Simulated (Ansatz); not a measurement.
Molecule: C5H10O, charge 0, multiplicity 1. 
Structure (B3LYP-D3(BJ)/def2-TZVP (Ansatz, a first-principles code) minimum search):
SMILES: CCCC(C)=O
```xyz
16

C      2.6548     0.6062    -0.4687
C      1.4557    -0.2146    -0.0040
C      0.1343     0.5021    -0.2417
C     -1.0922    -0.2732     0.2023
O     -1.0133    -1.3738     0.6969
C     -2.4267     0.4088    -0.0080
H      2.7104     1.5620     0.0585
H      2.5971     0.8233    -1.5384
H      3.5903     0.0741    -0.2889
H      1.4359    -1.1778    -0.5180
H      1.5479    -0.4486     1.0586
H      0.0080     0.7441    -1.3041
H      0.1191     1.4720     0.2705
H     -2.5676     0.6478    -1.0650
H     -2.4566     1.3550     0.5382
H     -3.2327    -0.2365     0.3333
```
Charge 0, spin multiplicity 1.

Property: vertical ionisation energy (to the doublet state of charge +1; each state is the SCF solution reached for its spin), in eV. Correlated levels leave the core frozen unless marked. Open shells are spin-unrestricted. Spin-orbit coupling is left out. No relativistic terms. Basis-set limits of correlation are two-point, X^-3; Hartree-Fock from the larger set. [CCSD(T)-MP2]/basis is that difference in the basis named.

```csv
level,program,vertical ionisation energy (eV)
HF/aug-cc-pVTZ,Ansatz,8.16
HF/aug-cc-pVQZ,Ansatz,8.16
PBE/def2-TZVPD,Ansatz,9.09
r2SCAN/def2-TZVPD,Ansatz,9.14
PBE0/def2-TZVPD,Ansatz,9.31
BHLYP/def2-TZVPD,Ansatz,9.30
CAM-B3LYP/def2-TZVPD,Ansatz,9.49
wB97M-V/def2-TZVPD,Ansatz,9.47
wB97X-V/def2-TZVPD,Ansatz,9.45
B2PLYP/def2-TZVPD,Ansatz,9.48
MP2/aug-cc-pVDZ,Ansatz,9.90
MP2/aug-cc-pVTZ,Ansatz,10.06
RI-MP2/aug-cc-pVTZ,Ansatz,10.06
"RI-MP2/CBS(aug-cc-pVTZ,aug-cc-pVQZ)",Ansatz,10.18
SCS-MP2/aug-cc-pVTZ,Ansatz,9.99
CCSD/aug-cc-pVDZ,Ansatz,9.38
CCSD/aug-cc-pVTZ,Ansatz,9.51
CCSD(T)/aug-cc-pVDZ,Ansatz,9.42
CCSD(T)/aug-cc-pVTZ,Ansatz,9.57
"RI-MP2/CBS(aug-cc-pVTZ,aug-cc-pVQZ)+[CCSD(T)-MP2]/aug-cc-pVDZ",Ansatz,9.69
"RI-MP2/CBS(aug-cc-pVTZ,aug-cc-pVQZ)+[CCSD(T)-MP2]/aug-cc-pVTZ",Ansatz,9.68
```
